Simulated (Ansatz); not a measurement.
## A barrier at the coupled-cluster level

Start structure (BH5SO3, closed shell), relaxed at PBE0-D4/def2-TZVP:

```csv
atom,x (Å),y (Å),z (Å)
B1,-0.1323,-0.0084,-0.8960
O2,1.0711,0.5237,-0.5407
O3,-0.2065,-0.7224,-2.0657
O4,-1.1718,0.2247,-0.0387
H5,1.3602,0.4382,1.8040
S6,0.8177,0.1768,3.0051
H7,1.7538,0.3193,-1.1831
H8,-1.0641,-1.0867,-2.2852
H9,-2.0098,-0.1589,-0.2963
H10,-0.4184,0.2937,2.4966
```

The step: BH₃O₃ ([OH][B]([OH])[OH]) + H₂S → BH₃SO₂ ([OH][B]([OH])[SH]) + H₂O; bonds formed: B1–S6, O2–H5; bonds broken: B1–O2, H5–S6. Program: Ansatz 0.2.0. Basis: def2-TZVPP and def2-QZVPP. Cores are frozen in the correlated methods. Extrapolation: Hartree–Fock as exp(−7.88 √X), correlation as X^−2.97. Energies below are by CCSD(T) at an estimated basis limit (MP2 extrapolated from triple and quadruple zeta, plus CCSD(T) − MP2 in triple zeta).

Problem. What are the electronic barrier and the energy of the step, from the start structure to the end structure? (Judge from chemistry; the value comes from the calculation.)

Solution. By the calculation: Barrier 1.573 eV; step energy 0.495 eV (uphill); reverse barrier, their difference, 1.078 eV. Barrier and step energy count from the start structure, the reverse barrier from the end structure.

The saddle point: One imaginary mode of 955i cm⁻¹.
```tsv
pair	start (Å)	saddle (Å)	end (Å)
B1–S6	4.02	2.26	1.83
O2–H5	2.36	1.17	0.96
B1–O2	1.36	1.52	3.58
H5–S6	1.34	1.70	3.11
```

Zero-point energy (harmonic, PBE0-D4): ZPE is 1.784 eV at the start and 1.739 eV at the saddle, so the barrier goes from 1.573 to 1.528 eV.

The T1 diagnostic stays at or below 0.013.

Labels in which every atom is bracketed show which atoms are joined, not bond orders.

For scale, one of the runs: CCSD(T)/def2-TZVPP, 236 basis functions, launched by `ansatz run in.yaml --threads 4 --pin off --events-out ev --progress --plain --max-ram 9574MiB`. The run took 2.2 min on 4 CPU threads of an Arm Neoverse V1 (shared host), with 4.6 GiB of host memory at its peak.
